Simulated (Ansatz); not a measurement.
CH₆FGeNO (`N[CH](O)[GeH2][F]`). Charge 0, multiplicity 1. The geometry is a stationary point of PBE0-D4/def2-TZVP. It is one conformer, not always the lowest.

```xyz
11

N    -1.002    0.161    1.143
C     0.152    0.521    0.362
O    -0.076    1.729   -0.322
Ge    0.648   -0.779   -1.047
F     0.867   -2.274   -0.156
H    -0.775   -0.522    1.854
H    -1.760   -0.199    0.577
H     0.994    0.609    1.062
H    -0.495    2.328    0.308
H    -0.529   -1.038   -2.004
H     1.977   -0.535   -1.777
```

Question: What is the dipole moment at PBE/def2-TZVPP? (An estimate is asked.)

Answer: Computed: 1.54 D, with components (-0.84, 1.01, 0.80) D in this frame, pointing from negative to positive charge.

Question: And with r2SCAN, B3LYP, ωB97M-V? (Best estimate.)

Answer: Computed: r2SCAN 1.53 D, B3LYP 1.47 D, ωB97M-V 1.38 D.

Question: Give the Mulliken charges with PBE, ωB97M-V, r2SCAN in def2-TZVPP. (Best estimate.)

Answer: Ansatz gave: 
| atom | PBE | ωB97M-V | r2SCAN |
| --- | --- | --- | --- |
| N1 | -0.30 | -0.28 | -0.34 |
| C2 | 0.00 | -0.01 | 0.11 |
| O3 | -0.29 | -0.32 | -0.35 |
| Ge4 | 0.45 | 0.46 | 0.50 |
| F5 | -0.37 | -0.41 | -0.41 |
| H6 | 0.16 | 0.13 | 0.16 |
| H7 | 0.15 | 0.12 | 0.15 |
| H8 | 0.09 | 0.13 | 0.06 |
| H9 | 0.18 | 0.18 | 0.20 |
| H10 | -0.04 | 0.00 | -0.04 |
| H11 | -0.03 | 0.00 | -0.03 |

B3LYP here is the variant with VWN-RPA as its local correlation; programs differ in this.
